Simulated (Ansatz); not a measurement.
```yaml
crystal:
  periodic: [false, false, false]
  atoms:
    - {symbol: O, position_ang: [-0.831068, 2.176575, -1.389775]}
    - {symbol: Al, position_ang: [-0.270005, 0.831727, -0.532160]}
    - {symbol: C, position_ang: [1.528807, 0.116067, -0.041372]}
    - {symbol: N, position_ang: [1.220097, -0.940331, 0.612104]}
    - {symbol: Si, position_ang: [-0.545943, -1.212938, 0.742007]}
    - {symbol: H, position_ang: [-1.742379, 2.409779, -1.558232]}
    - {symbol: H, position_ang: [2.590696, 0.361360, -0.169681]}
    - {symbol: H, position_ang: [-0.954004, -1.259215, 2.173950]}
    - {symbol: H, position_ang: [-0.907600, -2.529425, 0.146058]}
basis:
  gaussian: {orbitals: cc-pVDZ, nuclear_model: gaussian}
total_charge: 1
magnetization: {spin_polarized: true, initial_magnetization: 1}
hamiltonian: {xc: {name: HF}}
correlation: {active_space: {window: {electrons: 3, orbitals: 2}}}
accuracy: high
```

```sh
$ ansatz run in.yaml --threads 2 --pin off --events-out ev --progress --plain --max-ram 4352MiB
```

Problem. How does Ansatz answer? (Best estimate.)

Solution. Ansatz gave: The program refused the input.
```
Error: invalid value for `correlation.active_space`: it starts from restricted Hartree–Fock orbitals; set hamiltonian.xc: hf without magnetization.spin_polarized
```
